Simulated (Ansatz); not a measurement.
Ansatz (a first-principles code) input (B3LYP-D3(BJ)/def2-TZVP):

Ansatz 0.2 input:
```yaml
crystal:
  periodic: [false, false, false]
  atoms:
    - {symbol: Sn, position_ang: [-0.02429420, -0.02195243, 1.04341489]}
    - {symbol: Cl, position_ang: [1.25985713, 1.50258457, -0.52603825]}
    - {symbol: Cl, position_ang: [-1.32646930, -1.51032133, -0.54582544]}
basis:
  gaussian:
    orbitals: def2-TZVP
hamiltonian:
  xc: b3lyp
  dispersion: d3bj
total_charge: -1
magnetization: {spin_polarized: true, initial_magnetization: 1}
relax: {f_tol: 0.002, max_steps: 150}
```

End of the output:

```
mean field evaluation 1: about -30884.6409 eV, gradient 9.8e0 eV
mean field evaluation 2: about -30884.5502 eV, gradient 1.1e1 eV
mean field evaluation 4: about -30884.9805 eV, gradient 3.8e-1 eV
mean field evaluation 8: about -30885.1050 eV, gradient 1.2e-1 eV
mean field evaluation 16: about -30885.1050 eV, gradient 2.0e-5 eV
mean field -30885.10502535 eV, -1135.0066750055 hartree, gradient 2.0e-5 eV, S^2 0.752603; 0 other end points of the search recorded, 0 dependent functions left out
the calculation of the forces begins
reference -30885.10524449 eV, -1135.0066830587 hartree; 29, 28 occupied and 95, 96 virtual orbitals, 958 factors
relax step   1: F+E_penalty+E_count = -30885.28770940 eV  Δ(F+E_penalty+E_count) = +0.000e0 eV  max|allowed force component| = 1.192e-1 eV/Å  Δτ_max = 0.0000 Å  (30 SCF iters, accepted)
these checks for a lower state are left out or cut short: starts, cluster_reference, orbital_swaps, neighbouring_geometries, increment
integrals: 0.05 GiB planned
958 factors; their error is unknown
mean field: 0.66 GiB planned
mean field -30885.10717574 eV, -1135.0067540309 hartree, gradient 1.2e-5 eV, S^2 0.752588; 0 other end points of the search recorded, 0 dependent functions left out
the calculation of the forces begins
reference -30885.10739436 eV, -1135.0067620652 hartree; 29, 28 occupied and 95, 96 virtual orbitals, 958 factors
relax step   2: F+E_penalty+E_count = -30885.29256230 eV  Δ(F+E_penalty+E_count) = -4.853e-3 eV  max|allowed force component| = 7.814e-2 eV/Å  Δτ_max = 0.0598 Å  (32 SCF iters, accepted)
these checks for a lower state are left out or cut short: starts, cluster_reference, orbital_swaps, neighbouring_geometries, increment
integrals: 0.05 GiB planned
958 factors; their error is unknown
mean field: 0.66 GiB planned
mean field evaluation 32: about -30885.1077 eV, gradient 1.1e-5 eV
mean field -30885.10774726 eV, -1135.0067750338 hartree, gradient 1.1e-5 eV, S^2 0.752594; 0 other end points of the search recorded, 0 dependent functions left out
the calculation of the forces begins
reference -30885.10796589 eV, -1135.0067830685 hartree; 29, 28 occupied and 95, 96 virtual orbitals, 958 factors
relax step   3: F+E_penalty+E_count = -30885.29294727 eV  Δ(F+E_penalty+E_count) = -3.850e-4 eV  max|allowed force component| = 1.594e-2 eV/Å  Δτ_max = 0.0080 Å  (33 SCF iters, accepted)
these checks for a lower state are left out or cut short: starts, cluster_reference, orbital_swaps, neighbouring_geometries, increment
integrals: 0.05 GiB planned
958 factors; their error is unknown
mean field: 0.66 GiB planned
mean field -30885.10758775 eV, -1135.0067691718 hartree, gradient 1.0e-5 eV, S^2 0.752595; 0 other end points of the search recorded, 0 dependent functions left out
the calculation of the forces begins
reference -30885.10780630 eV, -1135.0067772037 hartree; 29, 28 occupied and 95, 96 virtual orbitals, 958 factors
relax step   4: F+E_penalty+E_count = -30885.29297718 eV  Δ(F+E_penalty+E_count) = -2.991e-5 eV  max|allowed force component| = 7.822e-4 eV/Å  Δτ_max = 0.0032 Å  (35 SCF iters, accepted)
integrals: 0.05 GiB planned
958 factors; their error is unknown
mean field: 0.66 GiB planned
mean field -30885.10758775 eV, -1135.0067691718 hartree, gradient 1.1e-5 eV, S^2 0.752595; 1 other end points of the search recorded, 0 dependent functions left out
the calculation of the forces begins
reference -30885.10780630 eV, -1135.0067772037 hartree; 29, 28 occupied and 95, 96 virtual orbitals, 958 factors
Total energy: -30885.29319574 eV, -1135.0135901399 hartree
Atom 0 at    -0.024068    -0.022428     1.084289 Å, force     0.000003    -0.000011     0.000782 eV/Å
Atom 1 at     1.225006     1.462355    -0.546745 Å, force     0.000532     0.000627    -0.000388 eV/Å
Atom 2 at    -1.291845    -1.469616    -0.565993 Å, force    -0.000535    -0.000617    -0.000394 eV/Å
Dipole moment:     0.003830    -0.007699     0.671955 e Å
```
